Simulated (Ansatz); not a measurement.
System: TaO (charge +1, triplet). SMILES: [O]=[Ta+]

Atoms: Ta1, O2. Bonds: Ta1-O2.

Bond lengths (Å) and angles (degrees) optimised at B3LYP/LANL2DZ with Ansatz (a quantum-chemistry and plane-wave program); B3LYP/6-31G* with LANL2DZ past Ar with Ansatz; MP2/6-31G* with LANL2DZ past Ar with Ansatz, each started from the B3LYP-D3(BJ)/def2-TZVP structure (Ansatz) of the last column. A row stands for all coordinates that are equal there. 6-31G* holds six Cartesian d functions.

```csv
coordinate,B3LYP/LANL2DZ,B3LYP/6-31G* with LANL2DZ past Ar,MP2/6-31G* with LANL2DZ past Ar,B3LYP-D3(BJ)/def2-TZVP
Ta1-O2,1.688,1.667,1.649,1.671
```

Mean signed difference of all 1 bond lengths from B3LYP-D3(BJ)/def2-TZVP: B3LYP/LANL2DZ 0.017 Å, B3LYP/6-31G* with LANL2DZ past Ar -0.004 Å, MP2/6-31G* with LANL2DZ past Ar -0.022 Å.
